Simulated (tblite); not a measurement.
Species: C₆H₁₅NSi.
Atom-mapped SMILES: `[H]/[N:8]=[CH:7]\[C:4]([SiH2:3][CH2:2][CH3:1])([CH3:5])[CH3:6]` (hydrogens: H9, H10, H11 on C1; H12, H13 on C2; H14, H15 on Si3; H16, H17, H18 on C5; H19, H20, H21 on C6; H22 on C7; H23 on N8)

Computed with GFN2-xTB (tblite), gas phase: L-BFGS steps from a force-field or distance-geometry start until the largest atomic force falls under 0.01 eV/Å.

At the end of the run (lengths in Å): Si3–C4 1.930, C2–Si3 1.899, C7=N8 1.256, C4–C7 1.494, C4–C5 1.529, Si3–H14 1.468, C6–H20 1.088, C4–C7–N8 130.1°, C1–C2–Si3 112.1°, C6–C4–C7 109.2°, Si3–C4–C7 106.3°, C1–C2–Si3–C4 178°, C2–Si3–C4–C5 62°, Si3–C4–C7–N8 101°, H22–C7–C4–Si3 -78°.

Problem. These geometries were met on the way; a selection of coordinates is given. Order them by energy above the end point, lowest first.
A. Si3–C4 1.927, C2–Si3 1.902, C7=N8 1.256, C4–C7 1.498, C4–C5 1.530, Si3–H14 1.468, C6–H20 1.088, C4–C7–N8 130.5°, C1–C2–Si3 112.9°, C6–C4–C7 107.5°, Si3–C4–C7 107.7°, C1–C2–Si3–C4 179°, C2–Si3–C4–C5 62°, Si3–C4–C7–N8 116°, H22–C7–C4–Si3 -64°
B. Si3–C4 1.939, C2–Si3 1.909, C7=N8 1.257, C4–C7 1.500, C4–C5 1.535, Si3–H14 1.467, C6–H20 1.087, C4–C7–N8 128.6°, C1–C2–Si3 115.5°, C6–C4–C7 107.4°, Si3–C4–C7 108.2°, C1–C2–Si3–C4 179°, C2–Si3–C4–C5 62°, Si3–C4–C7–N8 118°, H22–C7–C4–Si3 -63°
C. Si3–C4 1.956, C2–Si3 1.909, C7=N8 1.257, C4–C7 1.516, C4–C5 1.549, Si3–H14 1.472, C6–H20 1.086, C4–C7–N8 127.1°, C1–C2–Si3 115.0°, C6–C4–C7 107.5°, Si3–C4–C7 108.5°, C1–C2–Si3–C4 178°, C2–Si3–C4–C5 63°, Si3–C4–C7–N8 118°, H22–C7–C4–Si3 -62°
D. Si3–C4 1.935, C2–Si3 1.901, C7=N8 1.255, C4–C7 1.497, C4–C5 1.528, Si3–H14 1.468, C6–H20 1.088, C4–C7–N8 129.7°, C1–C2–Si3 114.6°, C6–C4–C7 107.4°, Si3–C4–C7 107.9°, C1–C2–Si3–C4 179°, C2–Si3–C4–C5 62°, Si3–C4–C7–N8 117°, H22–C7–C4–Si3 -63°
E. Si3–C4 1.976, C2–Si3 1.861, C7=N8 1.289, C4–C7 1.527, C4–C5 1.559, Si3–H14 1.491, C6–H20 1.107, C4–C7–N8 125.6°, C1–C2–Si3 115.4°, C6–C4–C7 106.8°, Si3–C4–C7 107.8°, C1–C2–Si3–C4 179°, C2–Si3–C4–C5 63°, Si3–C4–C7–N8 117°, H22–C7–C4–Si3 -63°

Solution. A (0.015 eV), D (0.027 eV), B (0.048 eV), C (0.080 eV), E (0.197 eV).

```json
{"step": "18", "E above end (eV)": "0.015", "rms distance from the end, all atoms (Å)": "0.122", "largest force (eV/Å)": "0.056", "rms shift of all bonds from the end (Å)": "0.002"}
{"step": "9", "E above end (eV)": "0.027", "rms distance from the end, all atoms (Å)": "0.138", "largest force (eV/Å)": "0.078", "rms shift of all bonds from the end (Å)": "0.002"}
{"step": "4", "E above end (eV)": "0.048", "rms distance from the end, all atoms (Å)": "0.144", "largest force (eV/Å)": "0.227", "rms shift of all bonds from the end (Å)": "0.004"}
{"step": "2", "E above end (eV)": "0.080", "rms distance from the end, all atoms (Å)": "0.147", "largest force (eV/Å)": "0.536", "rms shift of all bonds from the end (Å)": "0.010"}
{"step": "0", "E above end (eV)": "0.197", "rms distance from the end, all atoms (Å)": "0.150", "largest force (eV/Å)": "2.046", "rms shift of all bonds from the end (Å)": "0.020"}
```

Rows stand in the order of the answer.
